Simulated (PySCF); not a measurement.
## Worked example: chemical shift, span and skew from a shielding tensor

C₃H₆BFO, SMILES C=CB(F)CO. Atoms are numbered in the order given.

```xyz
12

C      2.3480     0.0421    -0.5476
C      1.0897    -0.4214    -0.5047
B     -0.0254     0.3192     0.2968
F      0.3085     1.3987     1.0217
C     -1.5436    -0.1200     0.3192
O     -1.8726    -1.2138    -0.5236
H      3.1455    -0.4642    -1.1045
H      2.6284     0.9595    -0.0163
H      0.8422    -1.3452    -1.0413
H     -2.1996     0.7600     0.1448
H     -1.7740    -0.4322     1.3556
H     -1.6763    -0.9563    -1.4307
```
Charge 0, spin multiplicity 1.

Coordinates come from a ωB97X-D3(BJ)/def2-SVP optimisation. This is a generated structure with no PubChem entry under its InChIKey; it may be hypothetical. Other conformers were not sampled.

GIAO shieldings from PySCF with KT2/pcSseg-1, non-relativistic, no solvent. The symmetric part of the tensor of C2 has the principal values -57.5, 43.6, 179.7 ppm. The same nucleus in TMS has σ = 185.1 ppm at this level (PySCF, at its B3LYP-D3(BJ)/def2-TZVP geometry).

Task: Work out the isotropic shielding, the ¹³C shift against TMS, the span and the skew.

Result: 
σ(iso) = (σ11 + σ22 + σ33)/3 = 55.3 ppm. δ = σ(ref) − σ(iso) = 185.1 − (55.3) = 129.8 ppm.
Span Ω = σ33 − σ11 = 237.2 ppm. Skew κ = 3(σ(iso) − σ22)/Ω = 0.15. Tumbling in solution averages the tensor to δ; in a static solid the shielding alone would spread this spin-1/2 line over Ω.
